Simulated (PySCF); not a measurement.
SMILES CC(=O)[SiH2][SiH2]O at its GFN2-xTB optimised geometry (Å):

```
14

C      2.6152     0.7900     0.0000
C      1.1146     0.7900     0.0000
O      0.4754     1.8272     0.0000
Si     0.1627    -0.8949    -0.0113
Si    -1.9071    -0.4005    -0.9145
O     -2.1728     1.1872    -0.7447
H      2.9570     0.3362    -0.9285
H      3.0167     1.7977     0.0864
H      2.9706     0.1698     0.8196
H      0.2153    -1.2944     1.4026
H      1.0552    -1.8272    -0.7130
H     -3.0167    -1.0579    -0.2211
H     -1.9695    -0.7282    -2.3457
H     -1.4475     1.7729    -0.5034
```

Method: CAM-B3LYP/def2-TZVP in PySCF. Cells within 0.4 Å of a nucleus heavier than hydrogen are left out (blank, or x).

Map of the deformation density (molecule minus spherical neutral atoms) (e/bohr³) on the plane z = 0.0 Å:

```
|1111111111111111111111111111111|
|1111111111111111111111111111111|
|1111111111111111111111111111111|
|1111111111111111111111111111111|
|1111111111111111111111111111111|
|1111111111111111111111111111111|
|1111111111111111111111111111111|
|1111111111111111111111111111111|
|1111111111000111222111000111111|
|1111111111000113x92100000011111|
|1111111111100128xx2000372011111|
|1111111111100124x85001594111111|
|111111112211001128x454x61011111|
|11111111121100001xxx97xx0011111|
|1111111111100001377331231011111|
|1111111100001111464100011111111|
|1111111110012211232100011111111|
|111111133211332xx00000111111111|
|111111143211221xx11111111111111|
|1111111121111100122111111111111|
|1111111111111000122111111111111|
|1111111111111100111111111111111|
|1111111111111111111111111111111|
|1111111111111111111111111111111|
|1111111111111111111111111111111|
|1111111111111111111111111111111|
|1111111111111111111111111111111|
|1111111111111111111111111111111|
|1111111111111111111111111111111|
|1111111111111111111111111111111|
|1111111111111111111111111111111|
```
Scale: ten equal steps from -0.017 (start of '0') to 0.101 (end of '9'), in the order '0123456789'; x runs from -5.50 to 5.50, y from -5.50 (bottom) to 5.50 (top).
